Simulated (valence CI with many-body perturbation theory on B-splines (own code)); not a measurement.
E1 line list for Gd14+

Level of theory: relativistic CI+MBPT: four valence electrons over a frozen Dirac-Fock core [Kr] 4d10, radial functions for each j: 8 s, 8 p, 9 d, 9 f, 6 g, 3 h, 2 i, with the one-electron correlation potential Σ1, the two-electron term Σ2, the three-electron term Σ3, Breit, model QED; selected CI, second order for the rest, scaled by the run's own slope (own B-spline code, finite nucleus).

No measured spectrum was set against this ion. As an estimate, terms of the open shell hold to a few per cent of their energy, and close levels can change places; configurations with another count of f electrons can be misplaced by thousands of cm⁻¹. Core correlation moves these levels by up to 44000 cm⁻¹, and in measured spectra 5 to 20 % of such shifts remained as error; rates that hang on mixing are uncertain with them.

Lines 101 to 150 of 167 in falling wavelength, among levels below 53367 cm⁻¹, chosen from the strongest by gf and those to the six lowest levels. Wavelengths and rates use the calculated energies, so an error of 2000 cm⁻¹ moves a line at 484.2 nm by 9.7 % and its rate by three times that or more. Electric multipoles are in the length gauge, E1 and E2 with the static RPA response of the core. Weak lines are less certain than strong ones. Lines between different terms over intervals too small for the method are left out, as are lines whose strength nearly cancels. Where a level lies close to another of its J and parity, the split of strength between their lines is uncertain. The highest levels of a list are the least certain.

Names give the largest LS component (configuration and term), which can be under half, so a name can repeat, a term be missing and a line seem to break the LS rules; names also repeat where a configuration has a term twice. Letters in brackets count levels of one name in rising energy.

```
λ vac (nm)         Upper             Lower   A (s⁻¹)  log gf  Branch %
     484.2      4f4 5G_3      4f3 5s 5G°_2  6.86e+00   -6.77       0.4
     478.0      4f4 5I_7      4f3 5s 5I°_7  1.22e-01   -8.20       4.5
     464.4      4f4 5I_4      4f3 5s 5I°_4  9.72e-02   -8.55      97.2
     464.1      4f4 5I_6      4f3 5s 5I°_6  8.97e-03   -9.42       0.3
     457.8      4f4 5I_5      4f3 5s 5I°_5  1.07e-02   -9.43       0.6
     455.6  4f2 5s2 3H_6  4f3 5s 5F°_5 [a]  1.48e+01   -6.22       9.5
     453.8      4f4 3K_7      4f3 5s 3I°_7  2.70e+00   -6.90       4.7
     453.2      4f4 5F_2      4f3 5s 5F°_1  2.01e+01   -6.51      19.1
     450.8      4f4 5F_4      4f3 5s 5F°_3  2.06e+01   -6.25      15.8
     439.6  4f2 5s2 3F_4      4f3 5s 3H°_4  9.18e+00   -6.62       2.3
     436.9  4f2 5s2 3F_2      4f3 5s 5F°_2  1.75e+01   -6.60      10.0
     426.5      4f4 3H_4      4f3 5s 3H°_4  2.34e+02   -5.24      37.7
     418.2      4f4 5F_5      4f3 5s 5F°_4  2.59e+01   -6.13      17.6
     413.8  4f2 5s2 3F_4  4f3 5s 5F°_5 [a]  1.84e+02   -5.37      45.7
     413.5  4f2 5s2 3F_3      4f3 5s 5F°_4  8.66e+01   -5.81      31.7
     412.6      4f4 5I_8      4f3 5s 5I°_7  1.41e-01   -8.21       7.4
     411.4  4f2 5s2 3F_2      4f3 5s 5F°_1  8.35e+01   -5.97      47.7
     406.1      4f4 5G_3      4f3 5s 3H°_4  1.04e+01   -6.74       0.7
     405.2      4f4 5I_5      4f3 5s 5I°_4  1.34e-02   -9.44       0.7
     402.2      4f4 3H_4  4f3 5s 5F°_5 [a]  2.30e+01   -6.30       3.7
     401.9      4f4 5I_7      4f3 5s 5I°_6  9.58e-02   -8.46       3.5
     399.1  4f2 5s2 3H_5      4f3 5s 3I°_5  3.73e+00   -7.01       2.6
     397.9      4f4 5I_6      4f3 5s 5I°_5  3.59e-02   -8.96       1.3
     395.3  4f2 5s2 3H_6      4f3 5s 3I°_6  6.30e+00   -6.72       4.0
     393.0  4f2 5s2 3F_3      4f3 5s 5F°_3  2.40e+01   -6.41       8.8
     385.3  4f2 5s2 3F_4      4f3 5s 5F°_3  8.68e+00   -6.76       2.2
     379.3      4f4 5G_3      4f3 5s 5S°_2  8.82e+00   -6.88       0.6
     375.2      4f4 3H_4      4f3 5s 5F°_3  1.82e+02   -5.46      29.2
     368.2      4f4 5G_2      4f3 5s 5F°_3  2.41e+01   -6.61       1.0
     364.0  4f2 5s2 3F_3      4f3 5s 5F°_2  7.75e+01   -5.97      28.4
     359.3      4f4 5G_3      4f3 5s 5F°_3  4.19e+02   -5.25      27.4
     357.8      4f4 3K_7      4f3 5s 3I°_6  1.04e+01   -6.52      18.3
     342.7      4f4 5G_2      4f3 5s 5F°_2  6.27e+02   -5.26      25.6
     334.9      4f4 5G_3      4f3 5s 5F°_2  9.43e+02   -4.95      61.7
     333.3      4f4 5F_4      4f3 5s 3I°_5  1.50e-01   -8.65       0.1
     326.8      4f4 5G_2      4f3 5s 5F°_1  1.77e+03   -4.85      72.2
     316.9  4f2 5s2 3H_6      4f3 5s 3I°_5  5.42e+00   -6.97       3.5
     313.9      4f4 3K_6      4f3 5s 3I°_5  1.93e+01   -6.43      32.1
     307.0  4f2 5s2 3H_4      4f3 5s 5I°_5  1.42e+01   -6.74      12.9
     303.1      4f4 5F_5      4f3 5s 3I°_5  2.28e-01   -8.46       0.2
     296.1  4f2 5s2 3F_4      4f3 5s 3I°_5  1.10e+02   -5.89      27.4
     290.1      4f4 3H_4      4f3 5s 3I°_5  9.05e+00   -6.99       1.5
     282.4  4f2 5s2 3H_4      4f3 5s 5I°_4  6.72e+01   -6.14      60.9
     280.6  4f2 5s2 3H_5      4f3 5s 5I°_6  1.12e+01   -6.84       7.9
     272.6      4f4 3K_7      4f3 5s 5I°_8  1.77e+00   -7.53       3.1
     261.9  4f2 5s2 3H_6      4f3 5s 5I°_7  8.93e-01   -7.92       0.6
     259.9      4f4 3K_6      4f3 5s 5I°_7  4.08e-01   -8.27       0.7
     254.9  4f2 5s2 3H_5      4f3 5s 5I°_5  5.71e+01   -6.21      40.2
     244.9      4f4 3K_7      4f3 5s 5I°_7  1.13e+00   -7.82       2.0
     237.7  4f2 5s2 3H_5      4f3 5s 5I°_4  1.07e+00   -8.00       0.8
```

Task: How does gf follow from A for the line at 375.2 nm?

Result: gf = 1.4992 × (2J+1)_upper × A / σ², with σ = 26653 cm⁻¹ and 2J+1 = 9: gf = 3.45e-06.
